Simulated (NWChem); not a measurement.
**Correlation energy of hydrogen selenide (H$_{2}$Se)**

```
Se
H 1 1.4692
H 1 1.4692 2 91.26
```
Charge 0, spin multiplicity 1.

Program: NWChem. Structure: optimised with PBE0/def2-SVP, a minimum by its harmonic frequencies.

Basis set: def2-SVP. Each correlation energy counts from its own Hartree-Fock reference.

```tsv
method	correlation energy (mHa)	difference from CCSD(T)
CCSD+T(CCSD)	-266.1	-0.3
CR-CCSD[T]	-265.2	+0.6
SCS-MP2	-235.8	+30.0
CCSD	-260.1	+5.6
MP2	-247.7	+18.1
CR-CCSD(T)	-264.9	+0.9
CCSD(T)	-265.8	0.0
```

The values span 30.3 mHa, from CCSD+T(CCSD) (lowest) to SCS-MP2 (highest). 

The Hamiltonian is non-relativistic. The correlated methods keep 9 core orbitals frozen. No row is a measurement; the coupled-cluster row has its own basis-set and correlation limits.
